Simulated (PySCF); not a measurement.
# Which determinant of Ca2 lies lowest?

Unrestricted PBE0; PySCF, spin-free X2C with a Gaussian nucleus, basis sets Ca x2c-TZVPPall. Outer shells of the fragments: Ca 4s2; Ca 4s2.

Followed along the bond (rough minima from three points):

```tsv
2Ms+1	unpaired	⟨S²⟩ at the start	R at minimum (Å)	Te (eV)
1	none	0.00	4.27	0.00
1	σ ↑, π ↓	1.10	3.44	0.74
3	σ ↑, π ↑	2.02	3.47	0.76
3	σ ↑↑	2.02	3.86	0.92
3	π ↑↑	2.07	none in the scan	≤ 1.64
```

Solutions found at the starting distance of 3.180 Å, counted from the lowest of them; the search is not exhaustive and high or unbound solutions are not listed, so other states can lie among these:

| 2Ms+1 | unpaired | term | E (eV) | ⟨S²⟩ | ⟨Lz²⟩ |
| --- | --- | --- | --- | --- | --- |
| 1 | none | ¹Σ⁺ | 0.00 | 0.00 | 0.00 |
| 1 | σ ↑, π ↓ | mixed | 0.14 | 1.10 | 1.04 |
| 3 | σ ↑, π ↑ | ³Π | 0.17 | 2.02 | 1.02 |
| 3 | σ ↑↑ | ³Σ⁺ | 0.72 | 2.02 | 0.00 |
| 3 | π ↑↑ | ³Σ⁻ | 0.95 | 2.07 | 0.00 |
| 1 | π ↑↓ | mixed | 1.12 | 1.04 | 2.08 |
| 3 | σ ↑, δ ↑ | ³Δ | 1.34 | 2.04 | 4.00 |
| 1 | σ ↑, δ ↓ | mixed | 1.51 | 1.03 | 4.00 |
| 1 | none | mixed | 1.62 | 0.00 | 2.01 |

A term symbol is given only where ⟨S²⟩ and ⟨Lz²⟩ are close to those of a pure state; real π, δ and φ orbitals otherwise mix terms, and g/u labels are left off.

Task: Compare the gap between the two lowest followed solutions at the starting distance with the gap between their minima.

Result: At PBE0 the second solution (Ms = 0 of mixed spin, unpaired electrons σ ↑, π ↓) lies +0.14 eV from the first (singlet, closed shell) at 3.180 Å and +0.74 eV at the minima; the two curves relax by different amounts, since their minima lie near 3.44 and 4.27 Å.
